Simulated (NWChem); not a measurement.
System: C₄H₄S₂; SMILES Sc1cccs1

Input file for NWChem:

```
start job
memory heap 200 mb stack 900 mb global 1100 mb
geometry units angstroms noautosym
  S     -0.077200    -2.192131    -0.013198
  C     -0.198014    -0.421470     0.015303
  C     -1.367120     0.295181     0.010196
  C     -1.150269     1.708062    -0.002721
  C      0.171187     2.050971    -0.002460
  S      1.189544     0.639495    -0.004948
  H      1.269455    -2.265269     0.300000
  H     -2.348776    -0.165934     0.026227
  H     -1.954268     2.436215    -0.000125
  H      0.616653     3.036425     0.007631
end
basis spherical
  * library 6-31g*
end
dft
  xc b3lyp
  grid fine
  iterations 150
end
driver
  maxiter 120
  tight
end
task dft optimize
task dft freq
```

B3LYP is NWChem's, with the RPA form of VWN correlation.

The level has its own optimisation; frequencies are unscaled. Brackets give each atom's bonded neighbours.

**Question.** Predict the main results of this run. (B3LYP/6-31G* (spherical d).) Quantities: r C–S [C(CSS)–S(CH)] (Å); r H–S (Å); r C–C [C(CCH)–C(CSS)] (Å); r C–S [C(CSS)–S(CC)] (Å); highest harmonic frequency (cm⁻¹); lowest (cm⁻¹); zero-point energy (kcal/mol); dipole (D).

**Answer.** 
| Item | Result |
|---|---|
| r C–S [C(CSS)–S(CH)] (Å) | 1.771 |
| r H–S (Å) | 1.354 |
| r C–C [C(CCH)–C(CSS)] (Å) | 1.373 |
| r C–S [C(CSS)–S(CC)] (Å) | 1.751 |
| highest harmonic frequency (cm⁻¹) | 3267 |
| lowest (cm⁻¹) | 163 |
| zero-point energy (kcal/mol) | 41.5 |
| dipole (D) | 1.69 |
